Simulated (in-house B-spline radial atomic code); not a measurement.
Au⁶⁺. Computed with a B-spline radial atomic code. Model: all-electron spherical atom, spin shells full or empty, radial basis limit, no spin-orbit coupling, Breit or QED, empty-state partial waves extrapolated as (l+1/2)^-4, RPA, G0W0 and static COHSEX of the highest shell as one setting changes (uncorrelated shells keep exact exchange).

Without the two-electron picture change, core correlation of heavy ions comes too large.

Given: element Au; charge 6; filled core Xe; hamiltonian one-electron scalar X2C; mean-field start HSE06; highest l of empty states 9; nuclear rms radius 5.4371 fm; highest mean-field shell 5d up.

Shell: 4f 7 7, 5d 5 0 (electrons up and down).

```
lowest nl shells left uncorrelated  RPA correlation energy (hartree)  G0W0 level (eV)  G0W0 minus most complete (meV)  COHSEX level (eV)  linearised minus solved G0W0 (meV)
                                 0                           -6.5305          -97.185                               0            -99.786                               -10.5
                                 1                           -6.2939          -97.185                               0            -99.786                               -10.5
                                 2                            -6.081          -97.184                             0.9            -99.786                               -10.5
                                 3                           -5.4659          -97.183                             2.5             -99.79                               -10.5
                                 4                                 ?                ?                               ?                  ?                                   ?
                                 5                           -4.6535          -97.177                               8            -99.786                               -10.4
                                 6                           -3.6394          -97.164                            21.5            -99.755                               -10.4
                                 7                             -3.45          -97.166                            19.1            -99.755                               -10.4
                                 8                           -2.8837          -97.179                             6.4            -99.761                               -10.4
                                 9                           -1.9165          -97.277                             -92            -99.911                               -10.8
                                10                           -1.7229          -97.306                          -120.5            -99.869                               -10.9
                                11                                 ?                ?                               ?                  ?                                   ?
                                12                          -0.12841          -97.152                            32.9            -98.848                               -10.4
```

(1) What follows for lowest nl shells left uncorrelated = 4?

(2) What follows for lowest nl shells left uncorrelated = 11?

Results:

(1) RPA correlation energy -5.2669 hartree; G0W0 level -97.181 eV; G0W0 minus most complete 3.7 meV; COHSEX level -99.788 eV; linearised minus solved G0W0 -10.5 meV.

(2) RPA correlation energy -0.48645 hartree; G0W0 level -97.05 eV; G0W0 minus most complete 135.5 meV; COHSEX level -99.243 eV; linearised minus solved G0W0 -10.2 meV.
